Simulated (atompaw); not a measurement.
What one change does to a pseudopotential (Mn, PAW (atompaw))

* Element: Mn
* Generator: atompaw 4.2.0.5
* Type: PAW
* Functional: LDA (PW92)
* Relativity: scalar-relativistic
* Frozen core: [Ne]
* Valence charge: 15
* Reference configuration: 3s2 3p6 3d5 4s2 4p0
* Partial waves: 3s (bound): rc 1.55 bohr; 4s (bound): rc 1.55 bohr; 3p (bound): rc 1.45 bohr; 4p (bound, empty): rc 1.50 bohr; 3d (bound): rc 1.55 bohr; 3d channel at 0.7 Ry: rc 1.55 bohr
* Local potential: bessel scheme, radius 1.40 bohr
* Core correction: smooth core density matched at 0.95 bohr
* Augmentation charge: besselshape compensation charge, radius 1.25 bohr; PAW radius 1.55 bohr; waves and projectors: custom polynom2 7 10 vanderbiltortho

Change: augmentation besselshape compensation charge, radius 1.25 bohr; PAW radius 1.55 bohr; waves and projectors: custom polynom gramschmidtortho.

Cutoffs: the cutoffs (Ry, on a coarse ladder) from which the occupation-weighted sum of valence levels, in a spherical-Bessel basis at the reference potential, stays within 10 and 1 mRy of its value at 400 Ry; they do not see the model core or the augmentation charge, which bear on the density cutoff.

Q: What does the change do?

A: The potential gets softer (160 Ry and 300 Ry → 60 Ry and 100 Ry); the range in which the p phases agree widens (upper end 3.6 → at the end of the scan); neither file shows a bound ghost.

| quantity | base | changed |
| --- | --- | --- |
| cutoff, loose | 160 Ry | 60 Ry |
| cutoff, tight | 300 Ry | 100 Ry |
| loose cutoff by channel (10 mRy a level) | s 18 Ry, p 25 Ry, d 25 Ry | s 21 Ry, p 30 Ry, d 35 Ry |
| bound ghosts | none | none |
| s: phases at 1.56 bohr within 0.05 rad from the reference energy up to (Ry; the scan ends near 5) | to the end of the scan | to the end of the scan |
| p: phases at 1.56 bohr within 0.05 rad from the reference energy up to (Ry; the scan ends near 5) | 3.6 | to the end of the scan |
| d: phases at 1.56 bohr within 0.05 rad from the reference energy up to (Ry; the scan ends near 5) | 4.6 | to the end of the scan |
| lowest overlap eigenvalue by channel | s 0.92, p 0.88, d 0.93 | s 0.94, p 0.89, d 0.96 |

 The cutoffs see the waves, projectors and local potential, not the compensation charge or the core.
